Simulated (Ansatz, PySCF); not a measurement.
Noncovalent pair: CH4O (SMILES CO) (first 6 atoms) with HBr (SMILES Br); geometry from B3LYP-D3(BJ)/def2-TZVP, rigid monomers moved along the line of their centres of mass till O2···H8 is 1.60 Å.
(charge 0, multiplicity 1):
```xyz
8

C     -0.15653     0.48939     0.21188
O     -0.17823    -0.76300     0.90543
H     -0.03893     0.33833    -0.86340
H      0.70401     1.03689     0.58945
H     -1.06008     1.07227     0.40662
H     -0.93561    -1.27925     0.60775
Br    -0.52395    -0.02001     3.84871
H     -0.31721    -0.44220     2.46814
```

Interaction energies are E(AB) − E(A) − E(B) at the monomers' geometry in the complex; basis-set methods are counterpoise corrected. Rows marked so take none.

Cores are frozen in the correlated methods. Filled d and f shells under p-block atoms count as core. Rows in 3-21G, 6-31G*, STO-3G carry no dispersion term and start afresh at each structure (6-31G* with six Cartesian d functions); the Pople sets are all-electron and without relativity.

Codes used: Ansatz (Gaussian orbitals); PySCF for 3-21G rows, 6-31G* rows, STO-3G rows. Each number belongs to the level named beside it.

```
level                            interaction energy (meV)
-------------------------------  ------------------------
HF/STO-3G (no counterpoise)                        -309.1
HF/3-21G (no counterpoise)                         -390.7
HF/6-31G*                                           -53.0
HF/6-31G* (no counterpoise)                        -119.7
BP86/6-31G* (no counterpoise)                      -368.3
M06-2X/6-31G* (no counterpoise)                    -375.1
MP2/aug-cc-pVDZ                                    -203.7
SCS-MP2/aug-cc-pVDZ                                -130.1
CCSD/aug-cc-pVDZ                                      ___
```

Q: What belongs in the gaps?

A: 
- CCSD/aug-cc-pVDZ, interaction energy (meV): -114.7

Ansatz is a quantum-chemistry and plane-wave program.
